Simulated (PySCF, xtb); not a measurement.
AlFH4O3Si, SMILES [Al]([OH])([OH])[O][SiH2]F.

GFN2-xTB (xtb) at its own geometry gives an orbital gap of 4.37 eV and a dipole moment of 2.32 D.

Geometry optimised at TPSSh-D3(BJ)/def2-SVP. The structure was generated by enumeration; whether it is a known compound was not checked. One conformer was computed; it need not be the lowest.

Problem. What does M06-2X/def2-TZVP run with PySCF give? (The exact figures need the calculation; the answer reports its results.)

Solution. gap 10.18 eV (levels -10.37 and -0.19 eV), dipole 1.90 D.
